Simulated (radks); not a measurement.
The numbers below are computed, except where a source is named.
Fractional charge and spin in the 4d shell of zirconium: the spin-up occupation runs from 0 to 1 and the spin-down occupation from 0 to 1; the fullest corner is Zr+, [Kr] 5s(up 0.5, down 0.5) 4d(up 1, down 1). Code: a radial shooting solver on a logarithmic mesh with Libxc functionals. Model: scalar-relativistic Kohn-Sham, PBE, spin-polarised, spherical densities, finite nucleus; Fermi nuclear charge, rms radius of each element as measured or else 0.836 A^(1/3) + 0.57 fm. Energy (eV) above the fullest corner. The planes named below are the two flat planes that join the four corners, with an edge along up + down = one added electron.

\begin{tabular}{lrrrrr}
down \ up & 0 & 0.25 & 0.5 & 0.75 & 1 \\ \hline
0 & 40.068 & 32.647 & 25.931 & 19.901 & 14.539 \\
0.25 & 32.647 & 25.983 & 20.002 & 14.685 & 10.012 \\
0.5 & 25.931 & 20.002 & 14.733 & 10.105 & 6.096 \\
0.75 & 19.901 & 14.685 & 10.105 & 6.141 & 2.767 \\
1 & 14.539 & 10.012 & 6.096 & 2.767 & 0.000 \\
\end{tabular}

Corners above the fullest one (they belong to Zr2+ and the next ion): (up 1, down 0) 14.539 eV, (up 0, down 1) 14.539 eV, (up 0, down 0) 40.068 eV. With half an added electron in each spin the energy lies 0.194 eV from the planes, and with half an added electron in spin up alone -1.373 eV. The planes are only a guide here: the flat-plane condition holds for ground states with one frontier orbital, while this shell lies below other occupied shells, so the corners above the fullest one are inner-hole states and not the ground states of those ions.
